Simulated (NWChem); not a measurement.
Molecule: C₂H₆O₂Si; SMILES C[SiH2]C(=O)O

```xyz
11

C      0.6371     2.1083     0.1643
Si    -0.6907     0.8049    -0.0970
C      0.1633    -0.9254    -0.0414
O      1.3452    -1.1071    -0.2528
O     -0.6860    -1.9509     0.2286
H      0.2360     3.1179     0.0235
H      1.0549     2.0453     1.1748
H      1.4562     1.9581    -0.5466
H     -1.3175     0.9135    -1.4419
H     -1.7606     0.8591     0.9330
H     -0.1502    -2.7713     0.1957
```
Atoms are numbered in this order, from 1.

Program: NWChem. Pople sets run with spherical d functions. Geometry: optimised at B3LYP/6-31G* (spherical d). Isolated, static molecule.

GIAO at B3LYP/6-31G*: principal shieldings of C3 are -76.3, 41.8, 92.7 ppm; an isolated tetramethylsilane molecule has σ = 190.2 ppm at the same levels.

Find the isotropic 13C shift, its principal values, the span and the skew.


1. σ(iso) = one third of the sum = 19.4 ppm.
2. δ = σ(reference) − σ = 170.8 ppm against tetramethylsilane.
3. δ11, δ22, δ33 = 266.5, 148.4, 97.5 ppm.
4. Span Ω = δ11 − δ33 = 169.0 ppm; skew κ = 3(δ22 − δ(iso))/Ω = -0.40.
